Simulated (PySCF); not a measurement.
5-methylidene-1,3-dioxolan-4-one (C4H4O3), SMILES O1COC(=O)C1=C.

Geometry: TPSSh-D3(BJ)/def2-SVP. The values are those of a single conformer.

Method: PBE/def2-TZVP in PySCF.

Symmetry labels are those of the subgroup Cs that the program uses (full group Cs).

**Question.** List the valence orbital energies around the gap with their symmetry. (An estimate is asked for; the answer gives what the named calculation found.)

**Answer.** 
```
orbital  symmetry  energy (eV)
-------  --------  -----------
HOMO−7         A"       -10.69
HOMO−6         A'       -10.63
HOMO−5         A'        -9.85
HOMO−4         A"        -9.72
HOMO−3         A'        -9.47
HOMO−2         A"        -7.69
HOMO−1         A'        -6.87
HOMO           A"        -6.14
LUMO           A"        -2.43
LUMO+1         A'         0.47
LUMO+2         A'         0.75
LUMO+3         A"         0.97
```
